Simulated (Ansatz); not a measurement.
Two structures of Si2H6ClOF3, singlet, reached by relaxing down either side of one saddle point (PBE0-D4/def2-TZVP). Energies are electronic, without zero-point energy. Ansatz 0.2.0; basis: def2-TZVPP and def2-QZVPP; cores frozen in the correlated methods. Extrapolation: Hartree–Fock as exp(−7.88 √X), correlation as X^−2.97. First:

```json
{"atom": "Si1", "x (Å)": "-0.7899", "y (Å)": "1.3931", "z (Å)": "-1.2915"}
{"atom": "Si2", "x (Å)": "1.0239", "y (Å)": "-2.3609", "z (Å)": "0.5471"}
{"atom": "F3", "x (Å)": "-1.2519", "y (Å)": "0.8785", "z (Å)": "-2.7184"}
{"atom": "F4", "x (Å)": "-0.7194", "y (Å)": "0.0747", "z (Å)": "-0.4026"}
{"atom": "O5", "x (Å)": "-1.8418", "y (Å)": "2.4518", "z (Å)": "-0.6851"}
{"atom": "H6", "x (Å)": "0.8569", "y (Å)": "0.6854", "z (Å)": "1.9721"}
{"atom": "Cl7", "x (Å)": "0.7872", "y (Å)": "1.9696", "z (Å)": "1.9986"}
{"atom": "H8", "x (Å)": "0.5268", "y (Å)": "2.0157", "z (Å)": "-1.4001"}
{"atom": "F9", "x (Å)": "1.0459", "y (Å)": "-1.2645", "z (Å)": "1.7302"}
{"atom": "H10", "x (Å)": "1.8499", "y (Å)": "-3.5004", "z (Å)": "1.0095"}
{"atom": "H11", "x (Å)": "-0.3760", "y (Å)": "-2.7802", "z (Å)": "0.3269"}
{"atom": "H12", "x (Å)": "1.6122", "y (Å)": "-1.7460", "z (Å)": "-0.6624"}
{"atom": "H13", "x (Å)": "-2.7235", "y (Å)": "2.1833", "z (Å)": "-0.4241"}
```

Second:

```
13
angstrom
Si -1.1124 1.5651 -0.3364
Si 1.3091 -2.0313 -0.3907
F -0.4467 0.9120 -1.6030
F -2.0186 0.4631 0.3224
O -1.9315 2.8938 -0.7068
H 0.5663 0.0916 2.1698
Cl 0.3257 2.0945 0.9827
H 1.9761 -0.7188 -0.1966
F 0.6782 -0.7451 2.5498
H 1.8639 -3.0268 0.5571
H -0.1523 -1.8831 -0.1823
H 1.5548 -2.4861 -1.7846
H -2.6126 2.8714 -1.3815
```

(1) Which bonds change from the first to the second?

(2) Give the saddle point's structure and its height above each. (Judge from chemistry; the value comes from the calculation.)

The search had been set up for a ligand exchange through a proton shuttle (forming Si1–Cl7, H6–F9, Si2–H8, breaking Si1–Si2, H6–Cl7, H8–F9); from that guess it ended on this step instead.

No T1 diagnostic of these runs exceeds 0.012.

Answers

(1) SiH₂OF₂ ([OH][SiH]([F])[F]) + SiH₃F ([F][SiH3]) + HCl → SiHClOF₂ ([OH][Si]([F])([F])[Cl]) + SiH₄ + HF; bonds formed: Si1–Cl7, Si2–H8, H6–F9; bonds broken: Si1–H8, Si2–F9, H6–Cl7.

(2) By the calculation: 227.8 kJ/mol above the first and 186.1 kJ/mol above the second (CCSD(T) at an estimated basis limit (MP2 extrapolated from triple and quadruple zeta, plus CCSD(T) − MP2 in triple zeta)).
```
13
angstrom
Si -0.8980 0.9134 -0.3083
Si 0.9752 -1.5688 -0.0693
F -1.0759 0.2058 -1.7536
F -2.1166 0.2405 0.4461
O -0.9622 2.4719 -0.7623
H 0.6790 0.1754 1.8429
Cl -0.0339 1.6425 1.6952
H 0.4561 0.0442 -0.1921
F 1.1189 -0.7839 1.7212
H 2.2145 -2.2407 0.3815
H -0.2926 -2.2583 0.2239
H 1.1482 -1.4287 -1.5414
H -1.2128 2.5869 -1.6838
```

Labels in which every atom is bracketed show which atoms are joined, not bond orders.

For scale, one of the runs: CCSD(T)/def2-TZVPP, 334 basis functions, launched by `ansatz run in.yaml --threads 4 --pin off --events-out ev --progress --plain --max-ram 66560MiB --backend cuda --devices 0, --max-vram 37GiB`. The run took 9 s on 4 CPU threads of an AMD EPYC 7R13 and a share of one NVIDIA H100 (shared host), with 0.86 GiB of host memory at its peak.
